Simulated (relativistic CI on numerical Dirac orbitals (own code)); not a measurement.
Pd2+: resonant inelastic scattering at the L2,3 edge

Computed with this model: Dirac-Coulomb-Breit CI, KLI orbitals optimised for each configuration, model QED, valence Slater integrals scaled by 0.7, Kramers-Heisenberg scattering through one core-hole configuration in a parametric crystal field; configurations [Kr] 4d8 → [He] 2s2 2p5 3s2 3p6 3d10 4s2 4p6 4d9; 300 K; core-hole width 0.96 eV; summed over polarisations. Incident energies are the highest absorption maxima for each field (at most a few, so the weaker spin-orbit partner edge can be absent), on the computed scale of the free ion. Intensities are in per cent of the strongest line above 0.02 eV; levels within 1 cm⁻¹ are merged; final levels count from the ground level, the first row holds all elastic scattering, lines under 0.4 are left out and each table stops after 24 rows. The scale of the Slater integrals is a model choice and moves the terms in proportion.

Field parameters in Wybourne normalisation: D3d B²₀ = −7Dσ, B⁴₀ = −14Dq − 21Dτ, B⁴₃ = −14√(10/7) Dq. The field is a parameter set, without covalency.

S is read from ⟨S²⟩ = S(S + 1).

D3d, 10Dq = 29300, Dσ = -1200, Dτ = 10 cm⁻¹:

| Final level (eV) | Degeneracy | Irrep | S | 3176.9 eV | 3334.4 eV |
| --- | --- | --- | --- | --- | --- |
| 0.000 | 1 | A1 | 1.00 | 375.0 | 60.6 |
| 0.001 | 2 | E | 1.00 | 25.8 | 6.6 |
| 1.285 | 2 | E | 0.03 | 35.9 | 32.2 |
| 2.419 | 1 | A1 | 0.03 | 16.7 | 23.7 |
| 3.509 | 2 | E | 1.00 | 83.1 | 18.4 |
| 3.528 | 2 | E | 1.00 | 96.2 | 20.9 |
| 3.556 | 1 | A2 | 1.00 | 42.5 | 8.1 |
| 3.582 | 1 | A1 | 0.99 | 60.4 | 16.7 |
| 3.809 | 2 | E | 0.99 | 100.0 | 25.4 |
| 3.840 | 1 | A2 | 1.00 | 41.8 | 8.4 |
| 4.536 | 2 | E | 0.94 | 73.1 | 11.4 |
| 4.592 | 2 | E | 0.99 | 33.3 | 23.4 |
| 4.632 | 1 | A1 | 0.99 | 28.8 | 9.6 |
| 4.638 | 1 | A2 | 1.00 | 7.0 | 17.2 |
| 4.645 | 1 | A1 | 0.99 | 8.2 | 24.3 |
| 4.651 | 2 | E | 0.96 | 45.5 | 23.8 |
| 4.814 | 2 | E | 0.24 | 20.4 | 21.4 |
| 5.142 | 1 | A1 | 0.06 | 8.2 | 8.8 |
| 5.342 | 2 | E | 0.05 | 13.8 | 30.4 |
| 5.470 | 1 | A2 | 0.03 | 6.2 | 15.0 |
| 7.411 | 1 | A2 | 1.00 | 0.4 | 0.5 |
| 7.476 | 2 | E | 0.99 | 1.3 | 0.7 |
| 7.562 | 2 | E | 0.99 | 1.9 | 0.4 |

D3d, 10Dq = 29300, Dσ = -860, Dτ = 10 cm⁻¹:

| Final level (eV) | Degeneracy | Irrep | S | 3176.9 eV | 3334.4 eV |
| --- | --- | --- | --- | --- | --- |
| 0.000 | 1 | A1 | 1.00 | 356.9 | 57.7 |
| 0.001 | 2 | E | 1.00 | 23.8 | 6.1 |
| 1.286 | 2 | E | 0.02 | 34.3 | 30.7 |
| 2.422 | 1 | A1 | 0.03 | 16.0 | 22.6 |
| 3.538 | 2 | E | 1.00 | 80.2 | 16.6 |
| 3.557 | 2 | E | 1.00 | 88.9 | 18.2 |
| 3.583 | 1 | A2 | 1.00 | 41.2 | 8.0 |
| 3.618 | 1 | A1 | 0.99 | 57.3 | 15.8 |
| 3.765 | 2 | E | 0.99 | 100.0 | 26.3 |
| 3.799 | 1 | A2 | 1.00 | 39.9 | 7.8 |
| 4.530 | 2 | E | 0.96 | 67.4 | 11.8 |
| 4.579 | 2 | E | 0.99 | 30.7 | 23.0 |
| 4.602 | 1 | A1 | 0.98 | 30.0 | 8.3 |
| 4.613 | 1 | A2 | 1.00 | 6.4 | 15.6 |
| 4.625 | 1 | A1 | 0.99 | 5.4 | 23.6 |
| 4.627 | 2 | E | 0.98 | 44.0 | 22.7 |
| 4.863 | 2 | E | 0.16 | 17.9 | 19.3 |
| 5.085 | 1 | A1 | 0.07 | 7.9 | 8.4 |
| 5.316 | 2 | E | 0.04 | 12.8 | 29.4 |
| 5.420 | 1 | A2 | 0.03 | 6.0 | 14.5 |
| 7.454 | 1 | A2 | 1.00 | 0.4 | 0.4 |
| 7.514 | 2 | E | 1.00 | 1.2 | 0.6 |
| 7.595 | 2 | E | 0.99 | 1.8 | 0.4 |
| 7.929 | 1 | A1 | 0.97 | 0.8 | 0.2 |

For the first field the strongest loss at the lowest incident energy is the level at 3.81 eV (S = 0.99, against 1.00 in the thermal ground state). Levels of other spin, the first over 8 % at 1.29 eV, appear because spin-orbit coupling of the core hole, and in heavier ions of the valence shell too, mixes spins.
